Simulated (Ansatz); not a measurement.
Input file for Ansatz (a program for electronic structure): R-CCSD(T)/cc-pV(T+d)Z on AlH3O3 (SMILES [OH][Al]([OH])[OH]), a point of a torsion scan. Files ending in .json are basis or fitting sets from the Basis Set Exchange.

Ansatz 0.2 input:
```yaml
crystal:
  periodic: [false, false, false]
  atoms:
    - {symbol: O, position_ang: [-1.48129889, -0.70179887, -0.27099462]}
    - {symbol: Al, position_ang: [0.10737282, -0.58188064, -0.67765113]}
    - {symbol: O, position_ang: [1.26311581, -1.17685721, 0.35449893]}
    - {symbol: O, position_ang: [0.59589152, 0.04567291, -2.13845905]}
    - {symbol: H, position_ang: [-2.25604619, -0.56411249, 0.24942034]}
    - {symbol: H, position_ang: [2.20771145, -1.23492579, 0.31171755]}
    - {symbol: H, position_ang: [0.16484518, 0.41243292, -2.89780288]}
basis:
  gaussian:
    orbitals: cc-pV_T+d_Z.json
magnetization: {spin_polarized: false}
correlation: {method: ccsd_t, electrons: outside_noble_gas}
scf: {lower_state_search: off}
```

Question: Give the final energy of this run.

Answer: -469.3769 hartree (reference determinant -468.5423, T1 diagnostic 0.011).

Question: How many basis functions does it have, and what does it roughly cost on one machine?

Answer: 171 functions; roughly 60 core-seconds.
